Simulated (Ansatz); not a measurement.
A run for Ansatz (a quantum-chemistry and plane-wave program): SC-NEVPT2 on CASSCF(6,4)/def2-TZVPP on HISn (SMILES [SnH][I]), a point of a bond scan (R = 7.447 Å). Elements past Kr take the def2 small-core potentials; no spin–orbit coupling.

Ansatz 0.2 input:
```yaml
crystal:
  periodic: [false, false, false]
  atoms:
    - {symbol: Sn, position_ang: [0.45232825, 0.91499533, 0.96539677]}
    - {symbol: H, position_ang: [0.73028803, 2.17687253, -0.26340839]}
    - {symbol: I, position_ang: [-1.95831823, -3.99703783, -4.08678510]}
basis:
  gaussian:
    orbitals: def2-TZVPP
    pivot_positions_ang: [[0.45232825, 0.91499533, 0.96539677], [0.73028803, 2.17687253, -0.26340839], [-1.95831823, -3.99703783, -4.08678510]]
magnetization: {spin_polarized: false}
correlation: {method: sc_nevpt2, electrons: outside_noble_gas, active_space: {window: {electrons: 6, orbitals: 4}}}
output: {orbitals: {seedname: ./end}}
```

The log:

```
WARN ansatz: RAYON_NUM_THREADS=1 ignored (pool sized by the plan → 1); use --threads N
Functional definition: HF
integrals: 0.05 GiB planned
1103 factors; integrals over basis functions are off by at most 2.6e-4 eV
mean field: 0.33 GiB planned
mean field evaluation 1: about -13889.1613 eV, gradient 1.7e1 eV
mean field evaluation 2: about -13889.1738 eV, gradient 1.7e1 eV
mean field evaluation 4: about -13890.0006 eV, gradient 1.1e1 eV
mean field evaluation 8: about -13890.5934 eV, gradient 5.7e-1 eV
mean field evaluation 16: about -13890.7354 eV, gradient 9.8e-3 eV
mean field evaluation 32: about -13890.7286 eV, gradient 6.8e-1 eV
mean field evaluation 64: about -13890.7353 eV, gradient 9.3e-2 eV
mean field evaluation 96: about -13890.7091 eV, gradient 5.9e-1 eV
mean field -13890.73541820 eV, -510.4751111402 hartree, gradient 3.6e-6 eV, S^2 0.000000; 6 other end points of the search recorded, 0 dependent functions left out; unrestricted orbitals would lower it
reference -13890.73541820 eV, -510.4751111402 hartree; 24, 24 occupied and 90, 90 virtual orbitals, 1103 factors
configuration interaction: 0.21 GiB planned
configuration interaction: 0.00 GiB planned
state -13892.88765168 eV, -510.5542042619 hartree
state -13892.88765168 eV, -510.5542042619 hartree; corrected -13897.95924795 eV, -510.7405819869 hartree
WARN: 2 active orbitals are nearly empty or full. The corrections depend on them more than the energy does, and are more stable in an active space without them
Total energy: -13897.95924795 eV, -510.7405819869 hartree
```

The run converged.

Warnings raised: idle orbitals.

Cost: about 40 core-seconds (a rough figure).
